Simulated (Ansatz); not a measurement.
Ideal-gas functions of `[NH]=[Nb]([NH2])([F])[F]` at 800 K and 1 bar, from an Ansatz frequency run at PBE0-D4/def2-TZVP.

Molar mass 161.94 g/mol, point group Cs (symmetry number 1), electronic degeneracy 1, moments of inertia 160.069, 161.311, 182.793 u Å². Harmonic wavenumbers (cm⁻¹, unscaled): 174, 180, 200, 224, 247, 413, 463, 509, 565, 623, 672, 684, 729, 1036, 1547, 3562, 3653, 3677.

Use S(trans) = R[1.5 ln M + 2.5 ln T − 1.1517]; rotational temperatures θ = 24.2544 K / I; S(rot) = R[ln(√π/σ · √(T³/θAθBθC)) + 1.5]; for each mode x = 1.438777 ν̃/T, S = R[x/(eˣ − 1) − ln(1 − e⁻ˣ)] and H = RT x/(eˣ − 1); 1 cm⁻¹ = 0.0119627 kJ/mol; R = 8.31446 J/(mol·K).

Question: By hand: the entropy, in J/(mol·K).

Answer: Translation 192.8. Rotation: θ = 0.1515, 0.1504, 0.1327 K, giving 124.7. Vibration, mode by mode: 18.01, 17.73, 16.86, 15.93, 15.13, 10.98, 10.07, 9.33, 8.53, 7.79, 7.23, 7.10, 6.63, 4.25, 2.06, 0.10, 0.09, 0.09, in all 157.9. Electronic 0.0. Sum 475.4 J/(mol·K).

Question: By hand: H − E and G − E in kJ/mol, counted from the electronic energy.

Answer: Zero-point energy ½ × 19158 × 0.0119627 = 114.6; thermal vibration 61.5; translation, rotation and pV give 4 RT = 26.6. H − E = 202.7 kJ/mol, and G − E = 202.7 − 800 × 475.4/1000 = -177.6 kJ/mol.

Vibration gives 33 % of the entropy. The sum counts one conformer and one mirror image; others add a mixing term.
